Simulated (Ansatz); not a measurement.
Stepwise reaction of `[NH2][V](=[O])([OH])[OH]` with hydrogen chloride, as a gas-phase model of exchange steps in deposition or etching. ΔE in kJ/mol; ΔG adds harmonic PBE0-D4 terms to CCSD(T)/CBS, at 1 bar.

Calculated with Ansatz (gas phase, PBE0-D4/def2-TZVP geometries, no zero-point term in ΔE). CCSD(T)/CBS adds triple-zeta CCSD(T) − MP2 to the extrapolated MP2 energy (def2 sets, frozen cores). This one scheme is used for every species. DFT in def2-TZVPP. B3LYP here is the variant with VWN-RPA as its local correlation; programs differ in this. For V outer-core shells are correlated without core-valence functions, which leaves a few kJ/mol of doubt a bond. Scalar relativity is left out up to krypton. Each species was taken in one conformer, which may not be the lowest.

| step | reaction | PBE-D4 | B3LYP-D4 | ωB97M-V | CCSD(T)/CBS | ΔG(600 K) |
| --- | --- | --- | --- | --- | --- | --- |
| 1 | `[NH2][V](=[O])([OH])[OH]` + HCl → `[NH2][V](=[O])([OH])[Cl]` + H₂O | -46.9 | -46.5 | -45.9 | -51.4 | -42.7 |
| 2 | `[NH2][V](=[O])([OH])[Cl]` + HCl → `[NH2][V](=[O])([Cl])[Cl]` + H₂O | -35.6 | -35.3 | -33.6 | -41.0 | -35.3 |

By hand: ΔE of the 2 steps together at CCSD(T)/CBS.

(-51.4) + (-41.0) = -92.4 kJ/mol, or -46.2 kJ/mol a step.

In ΔE each step is higher than the one before. All are downhill at CCSD(T)/CBS. ΔG lies between -42.7 and -35.3 kJ/mol a step. PBE-D4 differs from CCSD(T)/CBS by 4.5 to 5.4 kJ/mol a step. Isolated molecules leave out the surface, adducts and barriers. Largest T1 diagnostic: 0.033.
